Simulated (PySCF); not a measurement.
## Excitation energy of Ar⁺ by level of theory

Ar⁺ [Ne] 3s2 3p5 (2P) → Ar⁺ [Ne] 3s2 3p4 4s1 (4P), as a difference of total energies. Calculation: PySCF 2.14, in aug-cc-pV(D+d)Z (5s4p3d, 32 functions); the non-relativistic Hamiltonian (point nucleus). Correlated levels: valence: [Ne] frozen. The calculations carry no spin-orbit coupling.

| method | excitation energy (eV) | error (eV) |
| --- | --- | --- |
| UHF | 16.056 | -0.592 |
| LDA | 16.703 | +0.055 |
| PBE | 16.599 | -0.049 |
| PBE0 | 16.721 | +0.073 |
| r2SCAN | 16.989 | +0.341 |
| M06-2X | 16.903 | +0.255 |
| wB97X | 17.242 | +0.594 |
| BLYP | 16.580 | -0.068 |
| r2SCANh | 16.965 | +0.317 |
| MP2 (valence) | 16.383 | -0.265 |
| SCS-MP2 (valence) | 16.464 | -0.184 |

Reference: 16.648 eV (measured; NIST levels, between the centres of gravity of the two terms).

Errors of the correlated levels include the incompleteness of this basis and the frozen core.
